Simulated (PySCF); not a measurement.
Constitutional and geometric isomers with formula CH2B2O. Gas-phase values, no solvent. One relaxed conformer stands for each flexible species; it need not be the lowest. Strings in code marks are SMILES.

Calculation: PBE-D3(BJ)/def2-TZVP // r2SCAN-D4/def2-TZVP in PySCF 2.14.0. All candidates: neutral, multiplicity 1. Excitations are Tamm–Dancoff values on a coarser integration grid. The basis has no diffuse functions, so Rydberg states are missing or too high.

```yaml
HOMO–LUMO gap: 3.55 eV
HOMO: -6.55 eV
T1 excitation (TDA): 2.57 eV
```

Say which member has these values.
A. `[H]/B=C1\BO1`
B. `OC1B=B1` (H–O–C–B torsion 133°)
C. `OB1B=C1`
D. `[H]/B=C\B=O`

C, `OB1B=C1`. The others give `[H]/B=C\B=O`: 3.33 eV, -6.72 eV, 2.97 eV; `OC1B=B1` (H–O–C–B torsion 133°): 1.42 eV, -5.72 eV, 0.56 eV; `[H]/B=C1\BO1`: 2.10 eV, -5.35 eV, 1.66 eV
